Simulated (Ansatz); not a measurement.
Relaxation of C3H7Al (11 atoms, charge 0, multiplicity 1), to a largest force component of 0.015 eV/Å in at most 40 steps.

These are results of RHF/def2-SVP (Ansatz), not measurements.

```xyz
11
Properties=species:S:1:pos:R:3
C -0.856 1.457 -0.263
C 0.215 1.020 0.265
C 0.853 -0.211 -0.280
Al -0.024 -1.853 0.287
H -1.358 2.395 0.109
H -1.377 1.019 -1.117
H 0.699 1.550 1.105
H 0.998 -0.149 -1.380
H 1.915 -0.265 0.194
H 0.624 -2.946 1.239
H -1.625 -2.073 -0.140
```

Problem. Where does it end, and by what steps?

Solution. It converged. After 23 steps the energy has fallen by 0.505 eV; H10 moved furthest, 1.12 Å.

```
step  energy less start (eV)  largest force component (eV/Å)  accepted
   0                  0.0000                           4.653       yes
   1                 -0.3928                           0.996       yes
   2                 -0.4035                           0.594       yes
   3                 -0.4090                           1.328       yes
   4                 -0.4516                           0.315       yes
   5                 -0.4633                           0.209       yes
   6                 -0.4702                           0.325       yes
   7                 -0.4756                           0.228       yes
   8                 -0.4880                           0.236       yes
   9                 -0.4934                           0.102       yes
  10                 -0.4950                           0.123       yes
  11                 -0.4965                           0.053       yes
  12                 -0.4974                           0.147       yes
  13                 -0.4986                           0.109       yes
  14                 -0.4988                           0.100       yes
  15                 -0.5005                           0.064       yes
  16                 -0.5013                           0.046       yes
  17                 -0.5025                           0.084       yes
  18                 -0.5033                           0.104       yes
  19                 -0.5040                           0.132       yes
  20                 -0.5042                           0.102       yes
  21                 -0.5047                           0.043       yes
  22                 -0.5047                           0.052        no
  23                 -0.5048                           0.014       yes
```

```xyz
11
Properties=species:S:1:pos:R:3
C -0.889 1.375 -0.123
C 0.297 0.874 0.224
C 1.019 -0.248 -0.467
Al -0.119 -1.670 0.309
H -1.369 2.142 0.471
H -1.403 1.063 -1.027
H 0.748 1.242 1.143
H 0.911 -0.192 -1.552
H 2.079 -0.261 -0.212
H 0.104 -2.135 1.804
H -1.314 -2.247 -0.550
```

Time of the run: 41 s on 1 thread of Arm Neoverse V1, with other jobs on the host, peak memory 0.17 GiB.
